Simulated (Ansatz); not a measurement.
Job for Ansatz (a program for electronic structure): R-CCSD(T)/cc-pVDZ on CH5BOSe (SMILES COB[SeH]), a point of a torsion scan. The run froze 17 orbitals, filled d shells among them.

Ansatz 0.2 input:
```yaml
crystal:
  periodic: [false, false, false]
  atoms:
    - {symbol: C, position_ang: [-0.98374920, -0.78024719, 0.01494247]}
    - {symbol: O, position_ang: [-1.32738794, 0.08101493, -1.04318583]}
    - {symbol: B, position_ang: [-1.24947436, -0.20971977, -2.33316850]}
    - {symbol: Se, position_ang: [-1.75315805, 1.22688297, -3.50974254]}
    - {symbol: H, position_ang: [0.01196202, -0.51653609, 0.37947871]}
    - {symbol: H, position_ang: [-0.98070929, -1.82452031, -0.30627967]}
    - {symbol: H, position_ang: [-1.71126938, -0.64106564, 0.81573274]}
    - {symbol: H, position_ang: [-0.91770776, -1.24374923, -2.78168269]}
    - {symbol: H, position_ang: [-2.04606481, 2.18429962, -2.48148701]}
basis:
  gaussian:
    orbitals: cc-pVDZ
magnetization: {spin_polarized: false}
correlation: {method: ccsd_t, electrons: outside_noble_gas}
scf: {lower_state_search: off}
```

It printed:

```
WARN ansatz: RAYON_NUM_THREADS=1 ignored (pool sized by the plan → 1); use --threads N
Functional definition: HF
these checks for a lower state are left out or cut short: stability, starts, cluster_reference, orbital_swaps, neighbouring_geometries, increment
integrals: 0.11 GiB planned
930 factors; integrals over basis functions are off by at most 1.1e-3 eV
mean field: 0.29 GiB planned
mean field evaluation 1: about -69120.3159 eV, gradient 2.7e1 eV
mean field evaluation 2: about -69120.4201 eV, gradient 2.7e1 eV
mean field evaluation 4: about -69122.3917 eV, gradient 3.7e0 eV
mean field evaluation 8: about -69122.4368 eV, gradient 1.7e-1 eV
mean field -69122.43696563 eV, -2540.2027056162 hartree, gradient 7.4e-7 eV, S^2 0.000000; 0 other end points of the search recorded, 0 dependent functions left out
17 core orbitals not correlated
reference -69122.43696563 eV, -2540.2027056162 hartree; 12, 12 occupied and 65, 65 virtual orbitals, 930 factors
second order -14.35334785 eV of doubles, -0.00000000 eV of singles
coupled cluster: 0.26 GiB planned
cycle   1  -15.06079624 eV  change   -7.1e-1 eV  update   9.5e-2
cycle   2  -15.47870848 eV  change   -4.2e-1 eV  update   2.8e-2
cycle   3  -15.57927146 eV  change   -1.0e-1 eV  update   1.6e-2
cycle   4  -15.57399904 eV  change    5.3e-3 eV  update   4.3e-3
cycle   5  -15.57246514 eV  change    1.5e-3 eV  update   1.6e-3
cycle   6  -15.57247871 eV  change   -1.4e-5 eV  update   4.7e-4
cycle   7  -15.57221381 eV  change    2.6e-4 eV  update   1.2e-4
cycle   8  -15.57222390 eV  change   -1.0e-5 eV  update   3.4e-5
cycle   9  -15.57222770 eV  change   -3.8e-6 eV  update   9.5e-6
perturbative correction -0.43300976 eV, -0.0159128151 hartree
Total energy: -69138.44220309 eV, -2540.7908872441 hartree
Checks for a lower state left out: stability, starts, cluster_reference, orbital_swaps, neighbouring_geometries, increment
```

The calculation finished and met its thresholds.

Cost: around 9 core-seconds (rough).
